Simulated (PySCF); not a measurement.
r2SCAN on Fe (iron, neutral), [Ar] 3d6 4s2, high-spin 5D determinant. Computed with PySCF 2.14 in aug-cc-pVTZ, with no relativity, point nucleus.

```
cycle= 1 E= -1263.65306524893  delta_E= -0.0167  |g|= 0.102  |ddm|= 0.779
cycle= 2 E= -1263.64475405137  delta_E= 0.00831  |g|= 0.211  |ddm|= 0.727
cycle= 3 E= -1263.65431382383  delta_E= -0.00956  |g|= 0.171  |ddm|= 1.24
cycle= 4 E= -1263.65608815819  delta_E= -0.00177  |g|= 0.15  |ddm|= 0.0212
cycle= 5 E= -1263.66049393928  delta_E= -0.00441  |g|= 0.0992  |ddm|= 0.234
cycle= 6 E= -1263.66204655117  delta_E= -0.00155  |g|= 0.0635  |ddm|= 0.0492
cycle= 7 E= -1263.66302192029  delta_E= -0.000975  |g|= 0.0247  |ddm|= 0.114
cycle= 8 E= -1263.6631794768  delta_E= -0.000158  |g|= 0.000719  |ddm|= 0.0283
cycle= 9 E= -1263.66317814207  delta_E= 1.33e-06  |g|= 0.00248  |ddm|= 0.00482
cycle= 10 E= -1263.66317971883  delta_E= -1.58e-06  |g|= 0.000383  |ddm|= 0.00217
cycle= 11 E= -1263.66317975874  delta_E= -3.99e-08  |g|= 3.18e-05  |ddm|= 0.000444
cycle= 12 E= -1263.66317975904  delta_E= -2.95e-10  |g|= 8.82e-06  |ddm|= 0.00012
converged SCF energy = -1263.66317975904  <S^2> = 6.0174211  2S+1 = 5.0069636
```

Highest occupied orbital energy: -4.257 eV; ⟨L²⟩ = 8.79; populations by l: s 7.54, p 12.00, d 6.46, f 0.00.

Can this result be used?

Not for this state. The calculation finished and met its thresholds. ⟨L²⟩ = 8.79 against 6 for a pure D term, so this real determinant mixes terms. The s, p, d and f populations moved away from the nominal configuration during the SCF.
